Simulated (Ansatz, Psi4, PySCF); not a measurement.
BI₃, charge -1, doublet, geometry from GFN2-xTB (a state made from the parent by changing its charge; the spin is typed, not shown lowest) (core potentials on I) (in this run its highest filled SCF level lies above zero, so its values depend strongly on the basis, on diffuse functions most of all). Base run: PySCF with WB97X-V/def2-SVP.

The PySCF input:
```python
from pyscf import gto, scf, dft

mol = gto.M(
    atom='''
B     0.00000000    0.00000000    0.00000000
I     2.07997803   -0.36410154   -0.62335308
I    -0.77243186   -0.91717242    1.84650789
I    -1.30754617    1.28127396   -1.22315481
''',
    basis='def2-svp',
    ecp={'I': 'def2-svp'},
    charge=-1,
    spin=1,
    verbose=4,
)

mf = dft.UKS(mol)
mf.xc = 'wb97x_v'
mf.kernel()
```

The same geometry, method and basis name were run in Ansatz (an electronic-structure program) and Psi4 and PySCF, at each program's defaults and at the settings that a row names. The base is PySCF at its defaults. Differences at the defaults can come from grids, fitting, cores and function types together. The rows with settings made alike still differ; the cause (another SCF solution, basis table, core potential or functional code) wasn't traced.

| code and settings | ΔE vs base (mEh) | basis functions | E (Eh) | SCF cycles |
|---|---|---|---|---|
| PySCF, defaults (exact integrals, its default grid, spherical functions) | 0.000 | 92 | -917.94247 | 11 |
| Psi4, defaults (density fitting with its default set, its default grid, spherical functions) | -54.818 | 92 | -917.99729 | 9 |
| Ansatz, defaults (factorised integrals, its default grid, spherical functions) | -54.853 | 92 | -917.99732 | - |
| PySCF, density fitting with def2-universal-jkfit | -0.007 | 92 | -917.94248 | 11 |
| PySCF, fine grid | 0.000 | 92 | -917.94247 | 11 |
| Psi4, exact integrals, spherical functions, fine grid | -54.849 | 92 | -917.99732 | 13 |
| Ansatz, high accuracy | -54.856 | 92 | -917.99732 | - |

Open shells are given as the SCF converged; they aren't shown to be the lowest states, and a large step between rows can be another state.
